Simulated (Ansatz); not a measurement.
This geometry of BF2HO + FH (7 atoms, charge 0, multiplicity 1) is a first-order saddle point.

The calculation used RKS B3LYP/6-31G* (Ansatz 0.2.0).

```xyz
7
Properties=species:S:1:pos:R:3
B 0.003 0.140 0.113
O 0.010 -0.076 1.598
H -0.848 -0.413 1.902
F 1.134 -0.182 -0.510
F -1.172 -0.120 -0.477
F 0.065 1.763 0.458
H 0.021 1.210 1.434
```

Problem. Which two structures does it join? (They come from a converged band through this point; their orientation in space is the band's.)

Solution. Bonds broken: F6–H7. Bonds formed: B1–F6, O2–H7. BF2HO + FH becomes BF3H2O.

Image 0:

```xyz
7
Properties=species:S:1:pos:R:3
B -0.063 -0.276 0.088
O -0.050 -0.289 1.458
H -0.942 -0.404 1.820
F 1.082 -0.182 -0.557
F -1.196 -0.419 -0.587
F 0.079 2.288 0.844
H 0.302 1.605 1.453
```

Image 6:

```xyz
7
Properties=species:S:1:pos:R:3
B 0.008 0.406 -0.132
O 0.038 0.030 1.688
H -0.818 -0.392 1.876
F 1.114 -0.211 -0.563
F -1.182 -0.164 -0.428
F 0.035 1.756 -0.053
H 0.018 0.897 2.129
```

Problem. How far does it lie above each of them?

Solution. 0.49 eV above the first and 1.03 eV above the second. This is the barrier of this one path; another mechanism may lie lower. The orbitals stay closed-shell, which can raise the energy where a bond breaks towards radicals; this wasn't checked here.

The run took 110 s on 1 thread of Arm Neoverse V1 (shared host), peak memory 0.14 GiB.
